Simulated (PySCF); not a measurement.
**V (vanadium, neutral): UHF calculation**

Configuration: [Ar] 3d3 4s2, high-spin 4F determinant. All numbers are calculated (PySCF 2.14, no relativity, point nucleus, in cc-pVDZ (6s5p3d1f, 43 functions)).

```json
{"Total energy": "-942.889635 hartree", "One-electron energy": "-1294.2640 hartree", "Hartree (Coulomb) energy": "395.5930 hartree", "Exchange energy": "-44.2187 hartree", "Kinetic energy": "942.73209 hartree", "⟨S²⟩": "3.7625", "⟨L²⟩": "12.032", "Sum of ⟨r⟩": "21.70 bohr", "Sum of ⟨r²⟩": "47.61 bohr²", "Density at the nucleus (Gaussians lack the cusp)": "8120 bohr⁻³", "Spin density at the nucleus": "0.575 bohr⁻³", "Langevin diamagnetic susceptibility": "-37.7 ×10⁻⁶ cm³/mol", "Time after the integrals": "0.26 s of wall time on 1 thread of AMD EPYC 7R43 64-Core Processor (shared host)"}
```

| shell | electrons | mean orbital energy (eV) | rms radius, mean of both spins (bohr) |
| --- | --- | --- | --- |
| 1s α | 1 | -5483.5 | 0.0776 |
| 1s β | 1 | -5483.5 | 0.0776 |
| 2s α | 1 | -650.74 | 0.335 |
| 2s β | 1 | -649.06 | 0.335 |
| 2p α | 3 | -545.93 | 0.304 |
| 2p β | 3 | -544.25 | 0.304 |
| 3s α | 1 | -89.586 | 1.03 |
| 3s β | 1 | -83.848 | 1.03 |
| 3p α | 3 | -58.559 | 1.11 |
| 3p β | 3 | -51.543 | 1.11 |
| 3d α | 3 | -14.091 | 1.50 |
| 4s α | 1 | -6.724 | 3.91 |
| 4s β | 1 | -5.874 | 3.91 |
